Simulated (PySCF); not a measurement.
Electronic absorption of [C6H9FP]+

Species: C6H9FP (charge +1).
SMILES: `C=C[P@+]1(C)C(C)=C1F`

Computed with TDDFT CAM-B3LYP/def2-SVPD, vertical, gas phase, core orbitals frozen in the response (PySCF). Geometry: GFN2-xTB, one conformer, isolated ion. Torsions of this conformer, `[CH2:1]=[CH:2][P@+:3]1([CH3:4])[C:5]([CH3:6])=[C:7]1[F:8]`: C1–C2–P3–C4 -174°.

Q: Predict the UV-vis stick spectrum at this level.

A: 

| state | E (eV) | E (hartree) | f | main configurations (H = HOMO, L = LUMO) |
| --- | --- | --- | --- | --- |
| S1 | 5.61 | 0.2062 | 0.0012 | H-1→L (94%) |
| S2 | 6.06 | 0.2229 | 0.226 | H→L (96%) |
| S3 | 6.76 | 0.2485 | 0.016 | H-2→L (60%), H-1→L+1 (27%) |
| S4 | 6.84 | 0.2513 | 0.030 | H→L+1 (82%), H-3→L+1 (10%) |
| S5 | 7.42 | 0.2728 | 0.072 | H-1→L+1 (36%), H-4→L (28%), H-2→L (9%) |
| S6 | 7.58 | 0.2786 | 0.083 | H→L+2 (35%), H-1→L+2 (33%), H-2→L (9%) |
| S7 | 7.61 | 0.2797 | 0.0074 | H-1→L+2 (40%), H→L+2 (39%) |
| S8 | 7.68 | 0.2823 | 0.046 | H-3→L (49%), H-2→L+1 (11%), H-4→L (9%) |

Triplets (Tamm–Dancoff): T1 3.90 eV, H→L (83%); T2 5.00 eV, H-1→L+1 (88%); T3 5.31 eV, H-1→L (91%).

The lowest singlet lies at 5.61 eV (221 nm, ultraviolet) and is very weak; its leading configuration is HOMO-1→LUMO (94%). The most intense listed level is S2 at 6.06 eV (204 nm, f = 0.226), 0.45 eV above S1. Löwdin shares by element: HOMO carbon 64% or more, phosphorus 12% (atoms not listed hold the other 24%); LUMO carbon 52% or more, phosphorus 23% (atoms not listed hold the other 24%). The oscillator strengths of these states sum to 0.482; summed over the whole spectrum of an exact calculation they would give the number of electrons, 68 (Thomas–Reiche–Kuhn). Of the 8 states listed, 6 reach f = 0.01 and none stays under 0.0005. The listed states span 2.07 eV, and the widest gap between neighbours is 0.70 eV (S2 to S3). Singlets were solved by full linear response, triplets in the Tamm–Dancoff approximation.
